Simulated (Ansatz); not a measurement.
Gas-phase electronic energies from Ansatz, PBE0-D4/def2-TZVP geometries. CBS: MP2 limit from def2 TZ/QZ plus the TZ coupled-cluster correction, frozen cores. Functionals use def2-TZVPP. B3LYP here is the variant with VWN-RPA as its local correlation; programs differ in this. Each species was taken in one conformer, which may not be the lowest.

Reaction (substitution at a C–Si bond): `C=C([SiH3])[SiH2]C` + `C[N](C)[AlH][OH]` → `C[O][AlH][N](C)C` + `C=C([SiH3])[SiH3]`

CCSD(T)/CBS gives +105.6 kJ/mol.

Q: Another level gave +109.0 kJ/mol. Which?
A. MP2/def2-TZVPP
B. CCSD(T)/def2-TZVPP
C. B3LYP/def2-TZVPP
D. ωB97X-V/def2-TZVPP

A: A. MP2/def2-TZVPP 109.0, CCSD(T)/def2-TZVPP 100.9, B3LYP 91.3, ωB97X-V 96.4 kJ/mol.

Largest T1 diagnostic among the species: 0.012.

The D4 term adds +3.8 kJ/mol with B3LYP and +2.2 kJ/mol with PBE0; it sums over pairs of atoms, weighted by their polarisabilities, and B3LYP, whose exchange is more repulsive, gets the larger term. In def2-TZVPP, CCSD(T) changes the Hartree–Fock value by +17.7 kJ/mol (the triples alone add +1.8 kJ/mol) and MP2 by +25.8 kJ/mol.

CCSD(T)/CBS has its own doubt, a few kJ/mol and more with outer-core shells, so smaller differences from it don't rank the levels.
